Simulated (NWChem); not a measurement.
System: C$_{2}$H$_{5}$AlClN; SMILES C=[CH][Al]([NH2])[Cl]

```xyz
10

Al     0.2115    -0.0373    -0.0009
Cl    -0.5485    -2.0081     0.0007
C     -0.9967     1.4779    -0.0025
C     -0.5754     2.7519     0.0024
H     -2.0842     1.3191    -0.0071
H     -1.2682     3.6034     0.0017
H      0.4886     3.0208     0.0074
N      1.9681     0.1339    -0.0003
H      2.6160    -0.6458     0.0014
H      2.4792     1.0090    -0.0021
```
Atoms are numbered in this order, from 1.

Results from NWChem. The geometry was optimised at PBE0/def2-SVP. Total energies compare along this basis series because the functional is fixed.

```json
[
 {"level": "TPSS/pcseg-1", "basis functions": "103", "energy (Ha)": "-836.7019", "highest occupied level (eV)": "-6.31", "orbital gap (eV)": "4.46", "dipole (D)": "2.85"},
 {"level": "TPSS/aug-pcseg-1", "basis functions": "168", "energy (Ha)": "-836.7142", "highest occupied level (eV)": "-6.39", "orbital gap (eV)": "4.48", "dipole (D)": "2.47"},
 {"level": "TPSS/pcseg-2", "basis functions": "228", "energy (Ha)": "-836.8447", "highest occupied level (eV)": "-6.34", "orbital gap (eV)": "4.46", "dipole (D)": "2.57"},
 {"level": "TPSS/STO-3G", "basis functions": "38", "energy (Ha)": "-827.1625", "highest occupied level (eV)": "(withheld)", "orbital gap (eV)": "(withheld)", "dipole (D)": "(withheld)"},
 {"level": "TPSS/def2-SVP", "basis functions": "103", "energy (Ha)": "-836.4352", "highest occupied level (eV)": "-6.04", "orbital gap (eV)": "4.44", "dipole (D)": "2.58"}
]
```

Task: Some entries are withheld; supply them.

Result: 
- TPSS/STO-3G, highest occupied level (eV): -2.96
- TPSS/STO-3G, orbital gap (eV): 4.72
- TPSS/STO-3G, dipole (D): 3.22
